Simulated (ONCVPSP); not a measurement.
# How hard is this Zr (Z = 40) ONCV potential?

Zr, optimised norm-conserving Vanderbilt (ONCV), made with ONCVPSP 4.0.1 (LDA (Perdew-Wang 92), fully relativistic). Core [Ar] 3d10, reference 4s2 4p6 4d2 5s1 5p1. Waves: 4s+5s: rc 2.15 bohr, ncon 3, nbas 7, qcut 6.1 1/bohr, 3 projectors, debl 1.4 Ha; 4p+5p: rc 2.45 bohr, ncon 5, nbas 10, qcut 5 1/bohr, 2 projectors; 4d: rc 2.35 bohr, ncon 3, nbas 7, qcut 5.9 1/bohr, 2 projectors, debl 2.1 Ha. Local part: polynomial inside 1.95 bohr (lpopt 1, dvloc0 2 Ha). Core correction: none.

Open shells are filled in proportion to 2j + 1.

Problem. For each optimised wave give the share of its norm inside rc, the residual kinetic energy above qcut (Ha) and the cutoffs (Ha) for errors of 10, 1, 0.1 and 0.01 mHa per electron.

Solution.

```tsv
wave	norm inside rc	residual KE	10 mHa	1 mHa	0.1 mHa	0.01 mHa
4s	0.972	2.8e-07	4.3	10.7	13.4	15.6
5s	0.095	3.3e-07	3.2	9.9	13.3	15.7
s projector 3	0.198	4.2e-06	8.3	13.0	15.8	17.9
4p j=3/2	0.966	1.3e-05	7.3	9.4	11.1	13.6
5p j=3/2	0.053	1.6e-06	5.0	7.6	9.7	11.2
4p j=1/2	0.971	2.0e-05	7.6	9.7	11.3	16.0
5p j=1/2	0.059	3.0e-06	5.3	8.0	10.1	11.6
4d j=5/2	0.630	1.2e-06	9.1	11.9	14.0	16.0
d projector 2 j=5/2	0.212	2.5e-05	11.4	14.1	16.3	22.3
4d j=3/2	0.639	1.3e-06	9.2	12.0	14.1	16.1
d projector 2 j=3/2	0.213	2.7e-05	11.5	14.2	16.4	22.9
```

The occupied waves need 12 Ha and 14 Ha for 1 and 0.1 mHa.
